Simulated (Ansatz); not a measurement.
[MoOS3]2- (MoS₃O²⁻). The state is a singlet with charge -2. Geometry PBE-D4/def2-SVPD; atoms count from 1.

```xyz
5

Mo    0.039    0.013    0.064
O     0.923    0.302    1.527
S     1.186    0.917   -1.642
S    -1.981    0.976    0.259
S    -0.167   -2.207   -0.208
```

In the def2 sets Mo takes a core potential; there is no spin–orbit coupling. A multiply charged anion in the gas phase is held together partly by the finite basis. The highest occupied level of the charge -2 singlet lies above zero (up to 2.12 eV). The electron is either unbound and held by the finite basis, or the level is raised by self-interaction error.

Q: Estimate the Mulliken populations from the PBE0/def2-TZVPD orbitals of Ansatz.

A: 
```json
{"atom": "Mo1", "charge (e)": "1.05", "d electrons": "3.93"}
{"atom": "O2", "charge (e)": "-0.78", "d electrons": "–"}
{"atom": "S3", "charge (e)": "-0.76", "d electrons": "–"}
{"atom": "S4", "charge (e)": "-0.76", "d electrons": "–"}
{"atom": "S5", "charge (e)": "-0.76", "d electrons": "–"}
```
Mulliken values and Mayer orders depend strongly on the basis. With diffuse functions, as here, like atoms can get unlike values, and bond orders can come out too low or too high.

Q: And the Mayer bond orders between bonded heavy atoms (over 0.3)?

A: Mo1–O2 1.55 (1.73 Å); Mo1–S3 1.63 (2.25 Å); Mo1–S4 1.63 (2.25 Å); Mo1–S5 1.63 (2.25 Å).
